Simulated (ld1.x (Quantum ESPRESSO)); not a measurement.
# Ag: PAW pseudisation with LDA (PZ), scalar-relativistic reference atom.

The input file (ld1.x (Quantum ESPRESSO) 7.5):

```
&input
   title='Ag', zed=47., rel=1, dft='PZ', iswitch=3,
   config='[Kr] 4d10 5s0 5p0',
   nld=3, rlderiv=3.80, eminld=-3.0, emaxld=5.0, deld=0.02
 /
 &inputp
   pseudotype=3, lpaw=.true., tm=.true., lloc=-1, rcloc=2.70,
   nlcc=.true., new_core_ps=.true.,
   which_augfun='PSQ', rmatch_augfun_nc=.true.,
   file_pseudopw='Ag.UPF', file_wfcaegen='ae.wfc', file_wfcncgen='nc.wfc', file_beta='beta', file_chi='chi', file_wfcusgen='us.wfc'
 /
6
5S  1  0   0.00   0.00  1.65  2.25  0.0
5S  1  0   0.00   0.55  1.65  2.25  0.0
5P  2  1   0.00   0.00  3.15  3.50  0.0
5P  2  1   0.00   1.15  3.15  3.50  0.0
4D  3  2  10.00   0.00  1.90  2.20  0.0
4D  3  2   0.00  -0.55  1.90  2.20  0.0
 &test
   configts(1)='4d10 5s0 5p0'
 /
```

Command:

```bash
ld1.x < Ag.in > Ag.out
```

Output (shortened: banner, matrices, multipoles, cross overlaps and the repeated all-electron block are left out):

```
Program LD1 v.7.5
     --------------------------- All-electron run ----------------------------

     Ag
     scalar relativistic calculation

     atomic number is 47.00
     dft =PZ   lsd =0 sic =0 latt =0  beta=0.20 tr2=1.0E-14
     Exchange-correlation= PZ
                           (   1   1   0   0   0   0   0)
     mesh =1237 r(mesh) =  99.46963 a.u. xmin = -7.00 dx = 0.01250
     1 Ry =  13.60569312 eV, c = 137.03599908

     n l     nl                  e(Ry)          e(Ha)          e(eV)
     1 0     1S 1( 2.00)     -1860.0498      -930.0249    -25307.2662
     2 0     2S 1( 2.00)      -274.4437      -137.2218     -3733.9965
     2 1     2P 1( 6.00)      -246.3931      -123.1966     -3352.3495
     3 0     3S 1( 2.00)       -50.7703       -25.3851      -690.7650
     3 1     3P 1( 6.00)       -41.5566       -20.7783      -565.4068
     4 0     4S 1( 2.00)        -7.5973        -3.7986      -103.3660
     4 1     4P 1( 6.00)        -4.9233        -2.4617       -66.9851
     3 2     3D 1(10.00)       -26.9797       -13.4899      -367.0781
     4 2     4D 1(10.00)        -1.1700        -0.5850       -15.9192
     5 0     5S 1( 0.00)        -0.8545        -0.4272       -11.6260
     5 1     5P 1( 0.00)        -0.4718        -0.2359        -6.4194

     final scf error:  6.2E-15 reached in  29 iterations

     Etot =  -10621.669280 Ry,   -5310.834640 Ha, -144515.172680 eV

     Ekin =   11031.893078 Ry,    5515.946539 Ha,  150096.551782 eV
     Encl =  -25656.735184 Ry,  -12828.367592 Ha, -349077.665455 eV
     Eh   =    4291.055310 Ry,    2145.527655 Ha,   58382.781727 eV
     Exc  =    -287.882484 Ry,    -143.941242 Ha,   -3916.840734 eV

     normalization and overlap integrals

     s(1S/1S) =  1.000000  <r> =   0.0311  <r2> =    0.0013  r(max) =   0.0202
     s(2S/2S) =  1.000000  <r> =   0.1351  <r2> =    0.0215  r(max) =   0.1136
     s(2P/2P) =  1.000000  <r> =   0.1177  <r2> =    0.0169  r(max) =   0.0907
     s(3S/3S) =  1.000000  <r> =   0.3692  <r2> =    0.1559  r(max) =   0.3328
     s(3P/3P) =  1.000000  <r> =   0.3681  <r2> =    0.1574  r(max) =   0.3246
     s(4S/4S) =  1.000000  <r> =   0.9117  <r2> =    0.9431  r(max) =   0.8186
     s(4P/4P) =  1.000000  <r> =   1.0009  <r2> =    1.1507  r(max) =   0.8714
     s(3D/3D) =  1.000000  <r> =   0.3461  <r2> =    0.1427  r(max) =   0.2725
     s(4D/4D) =  1.000000  <r> =   1.3893  <r2> =    2.3654  r(max) =   1.0381
     s(5S/5S) =  1.000000  <r> =   2.7763  <r2> =    8.7683  r(max) =   2.3393
     s(5P/5P) =  1.000000  <r> =   3.6083  <r2> =   14.9605  r(max) =   3.0037

     ------------------------ End of All-electron run ------------------------

     --------------------- Generating PAW atomic setup --------------------

      Generating local potential from pseudized AE potential:
      Matching radius rcloc =   2.7000

      Local pseudo, rcloc= 2.718 Estimated cut-off energy=     3.18 Ry

      Computing core charge for nlcc:

       r > 0.79 : true rho core
      Core charge pseudized with two Bessel functions
      Integrated core pseudo-charge :  12.00
      Wfc-us  5S rcutus= 2.225  Estimated cut-off energy=     8.77 Ry
      Wfc-us  5S rcutus= 2.225  Estimated cut-off energy=    10.92 Ry
      Wfc-us  5P rcutus= 3.490  Estimated cut-off energy=     6.33 Ry
      Wfc-us  5P rcutus= 3.490  Estimated cut-off energy=    12.36 Ry
      Wfc-us  4D rcutus= 2.225  Estimated cut-off energy=    24.00 Ry
      Wfc-us  4D rcutus= 2.225  Estimated cut-off energy=    36.98 Ry

     Required augmentation: PSQ   radius:    3.500000

     Q pseudized with Bessel functions
     Expected ecutrho=     116.7288 due to l1=  2   l2=  2

     Estimated PAW energy = -344.658843 Ryd

     ------------------- End of pseudopotential generation -------------------

     Computing logarithmic derivative in   3.78529
     Computing logarithmic derivative in   3.78529
     Computing the partial wave expansion
     R is outside the sphere for l=    0 j= 0.00
     R is outside the sphere for l=    0 j= 0.00
     R is outside the sphere for l=    1 j= 0.00
     R is outside the sphere for l=    1 j= 0.00
     R is outside the sphere for l=    2 j= 0.00
     R is outside the sphere for l=    2 j= 0.00

     ---------------------- Testing the pseudopotential ----------------------

     Ag
     scalar relativistic calculation

     atomic number is 47.00   valence charge is 11.00
     dft = SLA  PZ   NOGX NOGC   lsd =0 sic =0 latt =0  beta=0.20 tr2=1.0E-14
     mesh =1237 r(mesh) =  99.46963 xmin = -7.00 dx = 0.01250

     n l     nl             e AE (Ry)        e PS (Ry)    De AE-PS (Ry)
     3 2     4D   1(10.00)       -1.17004       -1.17004        0.00000
     1 0     5S   1( 0.00)       -0.85449       -0.85450        0.00000
     2 1     5P   1( 0.00)       -0.47182       -0.47182        0.00000

     eps = 3.3E-18  iter =  4

     Etot =  -10621.669280 Ry,   -5310.834640 Ha, -144515.172680 eV
     Etotps =  -344.658845 Ry,    -172.329422 Ha,   -4689.322471 eV

     Ekin =     157.169722 Ry,      78.584861 Ha,    2138.402999 eV
     Encl =    -279.740967 Ry,    -139.870484 Ha,   -3806.069757 eV
     Ehrt =      65.794883 Ry,      32.897442 Ha,     895.184992 eV
     Ecxc =    -287.882482 Ry,    -143.941241 Ha,   -3916.840705 eV
     (Ecc =     -22.326183 Ry,     -11.163092 Ha,    -303.763197 eV)

     ---------------------- End of pseudopotential test ----------------------
```

Generation and configuration tests took about 4.4 s on one core of a shared server CPU.

Transferability test of the new file with ld1.x, input:

```
&input
   title='Ag', zed=47., rel=1, dft='PZ', iswitch=2,
   config='[Kr] 4d10 5s0 5p0'
 /
 &test
   file_pseudo='Ag.UPF', nconf=10,
   configts(1)='4d10 5s0 5p0',
   configts(2)='4d10 5s1 5p0',
   configts(3)='4d9 5s0 5p0',
   configts(4)='4d8 5s0 5p0',
   configts(5)='4d10 5s0.5 5p0',
   configts(6)='4d9 5s2 5p0',
   configts(7)='4d9 5s1 5p0',
   configts(8)='4d7 5s0 5p0',
   configts(9)='4d10 5s1 5p0', lsdts(9)=1,
   configts(10)='4d9 5s0 5p0', lsdts(10)=1
 /
```

```bash
ld1.x < Ag.test.in > Ag.test.out
```

Pseudopotential blocks of its output, shortened (energy terms left out; the distinct warnings before each block abridged to one line each):

```
     ---------------------- Testing the pseudopotential ----------------------

     n l     nl             e AE (Ry)        e PS (Ry)    De AE-PS (Ry)
     3 2     4D   1(10.00)       -1.17004       -1.17004        0.00000
     1 0     5S   1( 0.00)       -0.85449       -0.85450        0.00000
     2 1     5P   1( 0.00)       -0.47182       -0.47182        0.00000

     eps = 2.7E-18  iter =  4

     Etot =  -10621.669280 Ry,   -5310.834640 Ha, -144515.172680 eV
     Etotps =  -344.658845 Ry,    -172.329422 Ha,   -4689.322471 eV

     ---------------------- End of pseudopotential test ----------------------

          ---------------------- Testing the pseudopotential ----------------------

     n l     nl             e AE (Ry)        e PS (Ry)    De AE-PS (Ry)
     3 2     4D   1(10.00)       -0.56314       -0.56381        0.00068
     1 0     5S   1( 1.00)       -0.34689       -0.34660       -0.00029
     2 1     5P   1( 0.00)       -0.06218       -0.06206       -0.00012

     eps = 3.3E-17  iter =  9

     Etot =  -10622.264787 Ry,   -5311.132394 Ha, -144523.274964 eV
     Etotps =  -345.254292 Ry,    -172.627146 Ha,   -4697.423941 eV
     dEtot_ae =      -0.595507 Ry
     dEtot_ps =      -0.595447 Ry,   Delta E=      -0.000060 Ry

     ---------------------- End of pseudopotential test ----------------------

          Warning: n=3, l=2 expected 0 nodes, found 1
     ---------------------- Testing the pseudopotential ----------------------

     n l     nl             e AE (Ry)        e PS (Ry)    De AE-PS (Ry)
     3 2     4D   1( 9.00)       -2.14230       -2.15417        0.01187  !
     1 0     5S   1( 0.00)       -1.55325       -1.55417        0.00092
     2 1     5P   1( 0.00)       -1.06460       -1.06426       -0.00034

     eps = 3.6E-16  iter = 10

     Etot =  -10620.024170 Ry,   -5310.012085 Ha, -144492.789810 eV
     Etotps =  -343.008730 Ry,    -171.504365 Ha,   -4666.871520 eV
     dEtot_ae =       1.645111 Ry
     dEtot_ps =       1.650114 Ry,   Delta E=      -0.005004 Ry

     ---------------------- End of pseudopotential test ----------------------

          ---------------------- Testing the pseudopotential ----------------------

     n l     nl             e AE (Ry)        e PS (Ry)    De AE-PS (Ry)
     3 2     4D   1( 8.00)       -3.23155       -3.27014        0.03860  !
     1 0     5S   1( 0.00)       -2.33385       -2.34107        0.00721  !
     2 1     5P   1( 0.00)       -1.75179       -1.75003       -0.00176

     eps = 4.2E-15  iter = 10

     Etot =  -10617.346336 Ry,   -5308.673168 Ha, -144456.356023 eV
     Etotps =  -340.306704 Ry,    -170.153352 Ha,   -4630.108582 eV
     dEtot_ae =       4.322944 Ry
     dEtot_ps =       4.352141 Ry,   Delta E=      -0.029196 Ry

     ---------------------- End of pseudopotential test ----------------------

          ---------------------- Testing the pseudopotential ----------------------

     n l     nl             e AE (Ry)        e PS (Ry)    De AE-PS (Ry)
     3 2     4D   1(10.00)       -0.85461       -0.85495        0.00034
     1 0     5S   1( 0.50)       -0.59305       -0.59288       -0.00018
     2 1     5P   1( 0.00)       -0.25696       -0.25686       -0.00011

     eps = 3.2E-16  iter =  7

     Etot =  -10622.030652 Ry,   -5311.015326 Ha, -144520.089397 eV
     Etotps =  -345.020229 Ry,    -172.510114 Ha,   -4694.239352 eV
     dEtot_ae =      -0.361372 Ry
     dEtot_ps =      -0.361384 Ry,   Delta E=       0.000012 Ry

     ---------------------- End of pseudopotential test ----------------------

          ---------------------- Testing the pseudopotential ----------------------

     n l     nl             e AE (Ry)        e PS (Ry)    De AE-PS (Ry)
     3 2     4D   1( 9.00)       -0.79894       -0.80747        0.00853  !
     1 0     5S   1( 2.00)       -0.42930       -0.42872       -0.00057
     2 1     5P   1( 0.00)       -0.10106       -0.10070       -0.00036

     eps = 7.0E-15  iter = 11

     Etot =  -10621.973687 Ry,   -5310.986843 Ha, -144519.314345 eV
     Etotps =  -344.958599 Ry,    -172.479300 Ha,   -4693.400840 eV
     dEtot_ae =      -0.304407 Ry
     dEtot_ps =      -0.299755 Ry,   Delta E=      -0.004652 Ry

     ---------------------- End of pseudopotential test ----------------------

          ---------------------- Testing the pseudopotential ----------------------

     n l     nl             e AE (Ry)        e PS (Ry)    De AE-PS (Ry)
     3 2     4D   1( 9.00)       -1.43114       -1.44070        0.00956  !
     1 0     5S   1( 1.00)       -0.96659       -0.96652       -0.00007
     2 1     5P   1( 0.00)       -0.55415       -0.55390       -0.00025

     eps = 9.1E-17  iter = 11

     Etot =  -10621.281484 Ry,   -5310.640742 Ha, -144509.896446 eV
     Etotps =  -344.266639 Ry,    -172.133320 Ha,   -4683.986249 eV
     dEtot_ae =       0.387796 Ry
     dEtot_ps =       0.392205 Ry,   Delta E=      -0.004409 Ry

     ---------------------- End of pseudopotential test ----------------------

          ---------------------- Testing the pseudopotential ----------------------

     n l     nl             e AE (Ry)        e PS (Ry)    De AE-PS (Ry)
     3 2     4D   1( 7.00)       -4.41766       -4.49966        0.08200  !
     1 0     5S   1( 0.00)       -3.18314       -3.20496        0.02182  !
     2 1     5P   1( 0.00)       -2.51592       -2.50959       -0.00633  !

     eps = 8.2E-16  iter = 11

     Etot =  -10613.529738 Ry,   -5306.764869 Ha, -144404.428560 eV
     Etotps =  -336.430653 Ry,    -168.215326 Ha,   -4577.372219 eV
     dEtot_ae =       8.139543 Ry
     dEtot_ps =       8.228192 Ry,   Delta E=      -0.088649 Ry

     ---------------------- End of pseudopotential test ----------------------

          ---------------------- Testing the pseudopotential ----------------------

     n l     nl             e AE (Ry)        e PS (Ry)    De AE-PS (Ry)
     3 2     4D   1( 5.00)       -0.56657       -0.56726        0.00069
     1 0     5S   1( 1.00)       -0.36526       -0.36496       -0.00030
     2 1     5P   1( 0.00)       -0.07487       -0.07475       -0.00013
     3 2     4D   2( 5.00)       -0.55376       -0.55443        0.00066
     1 0     5S   2( 0.00)       -0.32040       -0.32015       -0.00025
     2 1     5P   2( 0.00)       -0.04264       -0.04253       -0.00010

     eps = 8.7E-16  iter = 19

     Etot =  -10622.275730 Ry,   -5311.137865 Ha, -144523.423845 eV
     Etotps =  -345.265224 Ry,    -172.632612 Ha,   -4697.572684 eV
     dEtot_ae =      -0.606449 Ry
     dEtot_ps =      -0.606380 Ry,   Delta E=      -0.000070 Ry

     ---------------------- End of pseudopotential test ----------------------

          ---------------------- Testing the pseudopotential ----------------------

     n l     nl             e AE (Ry)        e PS (Ry)    De AE-PS (Ry)
     3 2     4D   1( 5.00)       -2.16493       -2.17677        0.01183  !
     1 0     5S   1( 0.00)       -1.56297       -1.56386        0.00090
     2 1     5P   1( 0.00)       -1.07095       -1.07053       -0.00041
     3 2     4D   2( 4.00)       -2.11768       -2.12952        0.01184  !
     1 0     5S   2( 0.00)       -1.54267       -1.54363        0.00096
     2 1     5P   2( 0.00)       -1.05766       -1.05740       -0.00026

     eps = 4.4E-16  iter = 10

     Etot =  -10620.035976 Ry,   -5310.017988 Ha, -144492.950448 eV
     Etotps =  -343.020538 Ry,    -171.510269 Ha,   -4667.032177 eV
     dEtot_ae =       1.633304 Ry
     dEtot_ps =       1.638306 Ry,   Delta E=      -0.005002 Ry

     ---------------------- End of pseudopotential test ----------------------
```
